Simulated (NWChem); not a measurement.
System: C3H4BClO; SMILES C#CB(Cl)OC

Input file for NWChem:

```
start job
memory heap 200 mb stack 900 mb global 1100 mb
geometry units angstroms noautoz
  B     -0.113393    -0.163695     0.000000
  C     -0.348502    -1.674721     0.000000
  C     -0.511509    -2.879869     0.000000
  H     -0.658383    -3.945356     0.000000
  Cl     1.559638     0.437661     0.000000
  O     -1.159579     0.668178     0.000000
  C     -1.128256     2.074733     0.000000
  H     -1.657269     2.440038    -0.892617
  H     -1.657269     2.440038     0.892617
  H     -0.099126     2.462940     0.000000
end
basis spherical
  B library sto-3g
  C library sto-3g
  H library sto-3g
  Cl library sto-3g
  O library sto-3g
end
dft
  xc pbe0
  iterations 150
  mulliken
end
task dft energy
```

All runs use the structure optimised with PBE0/def2-SVP.

Q: What results follow from this input? (PBE0/STO-3G.) Quantities: basis functions; energy (Ha); highest occupied level (eV); orbital gap (eV); dipole (D).

A: 
```yaml
number_of_basis_functions: 38
energy (Ha): -668.89
highest occupied level (eV): -6.29
orbital gap (eV): 7.94
dipole (D): 2.23
```
